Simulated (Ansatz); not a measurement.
`[CH3][Ge]([NH2])([F])[Cl]` → `[CH2]` (triplet) + `[NH2][GeH]([F])[Cl]` at 600 K and 1 bar (formal loss of a carbene).

Gas-phase electronic energies from Ansatz, PBE0-D4/def2-TZVP geometries. CCSD(T)/CBS adds triple-zeta CCSD(T) − MP2 to the extrapolated MP2 energy (def2 sets, frozen cores). This one scheme is used for every species. Triplets are unrestricted, without spin–orbit coupling. For Ge outer-core shells are correlated without core-valence functions, which leaves a few kJ/mol of doubt a bond. Scalar relativity is left out up to krypton. Each species was taken in one conformer, which may not be the lowest.

```
                    species  CCSD(T)/CBS energy (Eh)  H − E (kJ/mol)  S (J/(mol·K))
`[CH3][Ge]([NH2])([F])[Cl]`              -2731.56957           240.8          470.0
          `[CH2]` (triplet)                -39.09499            66.5          220.8
      `[NH2][GeH]([F])[Cl]`              -2692.28962           149.4          403.5
```

H − E and S are ideal-gas, rigid-rotor, harmonic terms from PBE0-D4/def2-TZVP, for one conformer and one mirror image of each species, with the whole ground term of open shells counted as degenerate. 1 Eh = 2625.50 kJ/mol, R = 8.31446 J/(mol·K).

Problem. By hand: ΔE, ΔH, ΔS and ΔG.

Solution. ΔE = (-39.09499) + (-2692.28962) − (-2731.56957) = 0.18496 Eh = 485.6 kJ/mol. Δ(H − E) = 66.5 + 149.4 − 240.8 = -24.9, so ΔH = 460.7 kJ/mol. ΔS = 220.8 + 403.5 − 470.0 = 154.3 J/(mol·K). ΔG = 460.7 − 600 × (154.3)/1000 = 368.1 kJ/mol.

Problem. By hand: the equilibrium constant, and the temperature at which ΔG would vanish if ΔH and ΔS stayed fixed.

Solution. log₁₀ K = −ΔG/(RT ln 10) = -32.0. ΔG = 0 at ΔH/ΔS = 2986 K, far beyond where these terms or the molecules hold.

The number of gas molecules changes by +1, which sets the sign of ΔS. A doubt of 5 kJ/mol in ΔE shifts log₁₀ K by 0.4 here. Other conformers and mirror images would add mixing entropy, several J/(mol·K) or more a flexible species. A triplet takes part, so the spin changes. These are equilibria of isolated gas molecules and say nothing of rates. Largest T1 diagnostic: 0.011 (customary marks: 0.02 for closed shells, 0.045 for open ones).
